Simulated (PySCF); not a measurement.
# CoN₂⁻ at several levels of theory

All levels use the PBE0 minimum (triplet; Co–N 1.579 Å (×2); N–Co–N 128.3°), basis [Co def2-SVPD, N def2-SVPD], no relativity, density fitting, no spin–orbit coupling, PySCF. For vertical energies the ionised species is a doublet (spins chosen at PBE0 and kept). Open shells are unrestricted, also as the reference of the correlated levels. Dipoles are about the centre of mass. A dash marks a value that was not computed or is not defined at that level.

Coordinates in bohr (charge -1 multiplicity 3):
```
Co    0.0000    0.4279    0.0000
N     0.0000   -0.8725    2.6861
N     0.0000   -0.8725   -2.6861
```

```csv
level,vertical detachment energy (eV),−ε(HOMO) (eV),dipole (D)
PBE0,1.72,0.16,1.81
HF,?,?,?
MP2,?,–,–
PBE,2.43,-0.55,1.85
```

**Question.** Fill in the row of HF.

**Answer.** vertical detachment energy (eV) -2.67, −ε(HOMO) (eV) 3.35, dipole (D) 3.42.

**Question.** Fill in the row of MP2.

**Answer.** vertical detachment energy (eV) 4.65.

The highest occupied level lies above zero at PBE, a mark of self-interaction error.

Spin contamination in at least one species weakens the values at: PBE0, HF, MP2, PBE.

Other spin states or occupations of the open shell can lie lower. The lowest empty level of this anion is unbound, so it and the gap depend on the basis.
